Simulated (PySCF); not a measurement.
A mixed set of molecules.

All values: CAM-B3LYP/def2-SVPD (PySCF) at GFN2-xTB geometries, gas phase, one conformer each. Core orbitals are frozen in the response; Δα² is half the sum of the squared differences of the principal polarisabilities.

**Question.** Rank by mean static polarisability, highest first.
A. `FC[SiH2]N[SiH2]F`
B. `[H]/N=C\C[SiH2]CC(=C)F`
C. `[SiH3]OC([SiH3])([SiH3])[SiH3]`
D. `[SiH3]N[C@]1([C@@H]2[C@H]1C2)CF`
E. `O[SiH2][SiH2]C[SiH2][SiH3]`

**Answer.** E (18.71 Å³), C (17.93 Å³), B (13.99 Å³), D (12.93 Å³), A (10.32 Å³).

**Question.** Rank by HOMO–LUMO gap, lowest first.
A. `O([Si@@H](C)[SiH3])[SiH2][SiH3]`
B. `C[Si@@H]([SiH3])[SiH2]O[SiH3]`
C. `FC[SiH2]N[SiH2]F`
D. `O[SiH2][SiH2]C[SiH2][SiH3]`

**Answer.** B (9.10 eV), A (9.33 eV), D (9.48 eV), C (9.98 eV).

All values together:

| SMILES | formula | μ (D) | HOMO (eV) | LUMO (eV) | α (Å³) | Δα (Å³) | electrons | α per electron (Å³) |
| --- | --- | --- | --- | --- | --- | --- | --- | --- |
| C[Si@@H]([SiH3])O[SiH2][SiH3] | CH12OSi4 | 0.71 | -8.97 | 0.35 | 18.64 | 5.22 | 82 | 0.227 |
| C[Si@@H]([SiH3])[SiH2]O[SiH3] | CH12OSi4 | 0.91 | -8.98 | 0.12 | 18.67 | 4.28 | 82 | 0.228 |
| FC[SiH2]N[SiH2]F | CH7F2NSi2 | 2.39 | -9.10 | 0.88 | 10.32 | 1.72 | 66 | 0.156 |
| O[SiH2][SiH2]C[SiH2][SiH3] | CH12OSi4 | 1.92 | -9.19 | 0.29 | 18.71 | 3.11 | 82 | 0.228 |
| FC[C@@]1(N[SiH3])[C@@H]2C[C@@H]21 | C5H10FNSi | 1.69 | -8.40 | 1.17 | 12.93 | 2.33 | 70 | 0.185 |
| [H]/N=C1\CCC[C@@H]1[SiH2]F | C5H10FNSi | 3.00 | -8.74 | 0.78 | 12.76 | 2.70 | 70 | 0.182 |
| [H]/N=C\C[SiH2]CC(=C)F | C5H10FNSi | 3.14 | -8.70 | 0.84 | 13.99 | 4.32 | 70 | 0.200 |
| [SiH3]OC([SiH3])([SiH3])[SiH3] | CH12OSi4 | 0.67 | -8.97 | 0.63 | 17.93 | 0.79 | 82 | 0.219 |

Conformers: `[CH3:1][Si@@H:2]([SiH3:3])[O:4][SiH2:5][SiH3:6]` with C1–Si2–O4–Si5 -54°, Si2–O4–Si5–Si6 95°; `[CH3:1][Si@@H:2]([SiH3:3])[SiH2:4][O:5][SiH3:6]` with C1–Si2–Si4–O5 -174°, Si2–Si4–O5–Si6 35°; `[F:1][CH2:2][SiH2:3][NH:4][SiH2:5][F:6]` with F1–C2–Si3–N4 -58°, C2–Si3–N4–Si5 26°, Si3–N4–Si5–F6 178°; `[OH:1][SiH2:2][SiH2:3][CH2:4][SiH2:5][SiH3:6]` with H–O1–Si2–Si3 62°, O1–Si2–Si3–C4 -71°, Si2–Si3–C4–Si5 55°, Si3–C4–Si5–Si6 56°; `[F:1][CH2:2][C@@:3]1([NH:4][SiH3:5])[C@@H:6]2[CH2:7][C@H:8]12` with F1–C2–C3–N4 -61°, C2–C3–N4–Si5 -83°; `[H]/[N:1]=[C:2]1\[CH2:3][CH2:4][CH2:5][C@@H:6]1[SiH2:7][F:8]` with C5–C6–Si7–F8 54°, N1–C2–C3–C4 -167°, C2–C3–C4–C5 -30°, C3–C4–C5–C6 38°, C4–C5–C6–Si7 89°; `[H]/[N:8]=[CH:7]\[CH2:6][SiH2:5][CH2:4][C:2](=[CH2:1])[F:3]` with C1–C2–C4–Si5 -107°, C2–C4–Si5–C6 -67°, C4–Si5–C6–C7 -62°, Si5–C6–C7–N8 96°.

**Question.** How closely does the mean polarisability follow the number of electrons in this set?

**Answer.** The correlation coefficient is 0.99; α per electron runs from 0.156 to 0.228 Å³.
